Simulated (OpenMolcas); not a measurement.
**Rh3+: moving or changing the point charges**

Rh3+ among 4 point charges of -1 e arranged as a tetrahedron (Td), 2.23 Å from the ion.
```
   1.2875    1.2875    1.2875  -1.00
   1.2875   -1.2875   -1.2875  -1.00
  -1.2875    1.2875   -1.2875  -1.00
  -1.2875   -1.2875    1.2875  -1.00
```

| Quantity | Value |
| --- | --- |
| Program | OpenMolcas |
| Method | SS-CASPT2, IPEA 0.25 Eh, imaginary shift 0.1 Eh (closed shells correlated: 4s 4p) |
| Basis | ANO-RCC-VDZP [6s5p3d1f] |
| Scalar Hamiltonian | DKH2, point nucleus |
| Active space | 6 electrons in 5 orbitals (4d) |
| State averaging | 2S+1 = 5 even, 5 roots; 2S+1 = 3 even, 45 roots; 2S+1 = 1 even, 50 roots |
| Spin-orbit coupling | state interaction with AMFI integrals over the reference wave functions |

Runs around this geometry, states (labels of Td). Energies in cm-1 above the lowest state or level, χT in cm3 K/mol.

| R (Å) | q (e) | Ground state | First state of that spin | First gap with spin-orbit (degeneracies) | χT at 300 K | First state of another spin |
| --- | --- | --- | --- | --- | --- | --- |
| 2.23 | -0.8 | 5E | 5T2 1000 | 72 (1, 3) | 5.355 | 3T1 18160 |
| 2.12 | -1 | 5E | 5T2 1500 | 93 (1, 3) | 5.111 | 3T1 18030 |
| 2.23 | -1 | 5E | 5T2 1200 | 81 (1, 3) | 5.261 | 3T1 18110 |
| 2.48 | -1 | 5E | 5T2 710 | 56 (1, 3) | 5.476 | 3T1 18190 |

Taking the first state of the same spin as R^-n, n = -ln(710 / 1500) / ln(2.48 / 2.12) = 4.8 between the shortest and longest distance.

Scaling the charges by -0.8 / -1 = 0.80 scales the first state of the same spin by 1000 / 1200 = 0.83; with fixed orbitals a first-order splitting would follow the charge.

Roots that are degenerate in the reference are averaged as groups; the widest CASPT2 spread within a group is 340 cm-1 (the 3-fold group of multiplicity 3 near 45600 cm-1 above the lowest state of its run, R = 2.23, q = -0.8). Shifts and gaps below about the spread of the groups concerned are not significant. An orbital doublet at a regular site is open to a Jahn-Teller distortion, which this geometry leaves out. Point charges give a weaker field than real ligands, and real ions of this kind are as a rule low spin; the high spin found here belongs to the model. The ground term spreads over less than 5000 cm-1, several times less than with real ligands, so orbital moments are less quenched and χT lies further from the spin-only value than at real sites. Free-ion shares, where given, are those of the reference states; single-state CASPT2 does not remix them. Spin-orbit coupling mixes the spin-free states strongly: the lowest level takes only 68 % from its leading state, 5E (holds for R = 2.48, q = -1). Point charges carry no covalency, so the field is a model and not that of real ligands. No measured value stands beside these numbers.
